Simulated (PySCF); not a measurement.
Computed IR spectrum (relative IR intensity) of a molecule C3H9BFN. Coordinates come from a ωB97X-D3(BJ)/def2-SVP optimisation. One conformer was computed; it need not be the lowest. All values below come from ωB97X-D3(BJ)/def2-SVP (PySCF 2.14.0). Harmonic, unscaled wavenumbers; measured fundamentals usually lie a few per cent lower.

ν (cm⁻¹): 496 (vw), 656 (m), 905 (w), 939 (vw), 1091 (vw), 1260 (m), 1292 (vw), 1332 (m), 1385 (w), 1406 (m), 1425 (w), 1449 (w), 1473 (w), 1579 (vs), 3061 (w), 3073 (w), 3159 (w), 3164 (w), 3180 (w), 3636 (w) (against the strongest line: vs over 80 %, s over 45 %, m over 15 %, w over 4 %, vw less)

**Question.** Which structure fits?
A. CCCB(N)F
B. CC(C)B(N)F
C. CB(N)[C@H](C)F
D. CCNB(C)F

**Answer.** D, CCNB(C)F
